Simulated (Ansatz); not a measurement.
```yaml
crystal:
  periodic: [false, false, false]
  atoms:
    - {symbol: C, position_ang: [-1.208583, 0.143513, -1.058604]}
    - {symbol: C, position_ang: [-0.359733, 0.052441, -0.229139]}
    - {symbol: N, position_ang: [0.540354, -0.224587, 0.668164]}
    - {symbol: Au, position_ang: [2.023287, 0.047026, 1.659190]}
    - {symbol: F, position_ang: [3.732677, -0.286122, 3.242208]}
    - {symbol: H, position_ang: [-1.601397, 1.069606, -1.434447]}
    - {symbol: H, position_ang: [-0.974600, -0.628043, -2.069305]}
    - {symbol: H, position_ang: [-2.376046, -0.310441, -0.561405]}
basis:
  gaussian: {orbitals: x2c-TZVPPall}
hamiltonian: {xc: {name: RPBE}, dispersion: d4}
output: {forces: true}
```

```sh
$ ansatz run in.yaml --threads 4 --pin off --events-out ev --progress --plain --max-ram 10444MiB
```

Shortened log:

```
Functional definition: RPBE
1671 factors; their error is unknown
mean field evaluation 1: about -523831.8789 eV, gradient 9.9e1 eV
mean field evaluation 2: about -523589.0963 eV, gradient 3.0e2 eV
mean field evaluation 4: about -523850.2758 eV, gradient 2.2e1 eV
mean field evaluation 8: about -523851.0811 eV, gradient 2.2e0 eV
mean field evaluation 16: about -523851.0727 eV, gradient 1.4e-2 eV
mean field -523851.07272636 eV, -19251.1718436834 hartree, gradient 3.8e-5 eV, S^2 0.000000; 0 other end points of the search recorded, 0 dependent functions left out
reference -523851.07277618 eV, -19251.1718455142 hartree; 55, 55 occupied and 208, 208 virtual orbitals, 1671 factors
Total energy: -523851.64398443 eV, -19251.1928370305 hartree
Relativity: scalar
Atom 0 at    -1.208583     0.143513    -1.058604 Å, force   -13.599126    -2.735460   -11.733283 eV/Å
Atom 1 at    -0.359733     0.052441    -0.229139 Å, force    17.443768    -2.788095    17.023113 eV/Å
Atom 2 at     0.540354    -0.224587     0.668164 Å, force    -8.067297     2.180615    -7.783883 eV/Å
Atom 3 at     2.023287     0.047026     1.659190 Å, force     4.206267    -0.904269     3.963214 eV/Å
Atom 4 at     3.732677    -0.286122     3.242208 Å, force    -1.928038     0.740962    -2.038573 eV/Å
Atom 5 at    -1.601397     1.069606    -1.434447 Å, force     0.184098     0.986059    -0.400322 eV/Å
Atom 6 at    -0.974600    -0.628043    -2.069305 Å, force    -0.754194     1.825278     2.158078 eV/Å
Atom 7 at    -2.376046    -0.310441    -0.561405 Å, force     2.514521     0.694910    -1.188344 eV/Å
Dipole moment:    -1.798321     0.205172    -1.581349 e Å
```

It took 3.7 s on 4 threads of an AMD EPYC 7B13 on a shared host, with 0.47 GiB of host memory at the peak.
